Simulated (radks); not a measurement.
Valence configurations of Pm I (all share [Xe]). Method: Dirac Kohn-Sham, PBEsol, spin-unpolarised, spherical densities, finite nucleus; open shells fill j = l - 1/2 first; Fermi nuclear charge, rms radius 4.962 fm; computed with a radial shooting solver on a logarithmic mesh with Libxc functionals. Energies are relative to 4f5 6s2; eigenvalues in eV.

4f5 6s2: E (eV) 0.000; e(4f5/2) -2.281; e(6s1/2) -3.555
4f5 5d0.5 6s1.5: E (eV) 0.859; e(4f5/2) -1.645; e(5d3/2) -1.534; e(6s1/2) -3.319
4f5 6s1.5 6p0.5: E (eV) 1.121; e(4f5/2) -2.842; e(6p1/2) -1.607; e(6s1/2) -3.869
4f5 5d1 6s1: E (eV) 1.779; e(4f5/2) -1.147; e(5d3/2) -1.246; e(6s1/2) -3.133
4f5 6s1 6p1: E (eV) 2.262; e(4f5/2) -3.382; e(6p1/2) -1.853; e(6s1/2) -4.155
4f4 5d1 6s2: E (eV) 2.409; e(4f5/2) -7.598; e(5d3/2) -2.952; e(6s1/2) -3.934
4f4 5d2 6s1: E (eV) 3.612; e(4f5/2) -5.990; e(5d3/2) -1.998; e(6s1/2) -3.396
4f4 6s2 6p1: E (eV) 4.478; e(4f5/2) -10.686; e(6p1/2) -2.310; e(6s1/2) -5.137

NIST lists [Xe] 4f5 6s2 as the ground configuration; this level of theory agrees among the configurations tried. The energies are those of spherical spin-averaged densities, not of single terms. No valid solution was reached for [Xe] 4f6 6s1; [Xe] 4f5.5 6s1.5.
